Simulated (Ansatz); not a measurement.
Start from `CBCCO` and change one atom or group to get `CBC[SiH2]O`.

Ansatz, PBE0-D4/def2-TZVP geometries, multiplicity 1. Each molecule was computed in one conformer, which needn't be the lowest.

```
                                                                                  property  `CBCCO`
                                                        HOMO energy (PBE0/def2-TZVPP) / eV    -7.66
                                                       HOMO energy (B3LYP/def2-TZVPP) / eV    -7.43
                                                      HOMO–LUMO gap (PBE0/def2-TZVPP) / eV     6.86
                                        size of the dipole moment (ωB97M-V/def2-TZVPP) / D     1.41
                                                       HOMO–LUMO gap (PBE/def2-TZVPP) / eV     4.21
ideal-gas entropy at 298 K and 1 bar (rigid rotor, harmonic PBE0-D4/def2-TZVP) / J/(mol·K)      351
```

Task: Give the same properties after the change, and the shifts. (Best estimate.)

Result: The calculation gave: 
```json
{"property": "HOMO energy (PBE0/def2-TZVPP) / eV", "`CBC[SiH2]O`": "-8.56", "shift": "-0.90"}
{"property": "HOMO energy (B3LYP/def2-TZVPP) / eV", "`CBC[SiH2]O`": "-8.37", "shift": "-0.94"}
{"property": "HOMO–LUMO gap (PBE0/def2-TZVPP) / eV", "`CBC[SiH2]O`": "7.69", "shift": "0.83"}
{"property": "size of the dipole moment (ωB97M-V/def2-TZVPP) / D", "`CBC[SiH2]O`": "0.89", "shift": "-0.52"}
{"property": "HOMO–LUMO gap (PBE/def2-TZVPP) / eV", "`CBC[SiH2]O`": "5.23", "shift": "1.02"}
{"property": "ideal-gas entropy at 298 K and 1 bar (rigid rotor, harmonic PBE0-D4/def2-TZVP) / J/(mol·K)", "`CBC[SiH2]O`": "382", "shift": "31"}
```

With PBE0 the HOMO falls by 0.90 eV and the LUMO falls by 0.07 eV, so the gap widens by about 0.83 eV. PBE moves the HOMO by -1.05 eV and ωB97M-V by -0.80 eV. Dipoles are sizes alone; their direction can turn. Modes under 60 cm⁻¹, often nearly free rotors, make the harmonic entropy too high.

B3LYP here is the variant with VWN-RPA as its local correlation; programs differ in this.
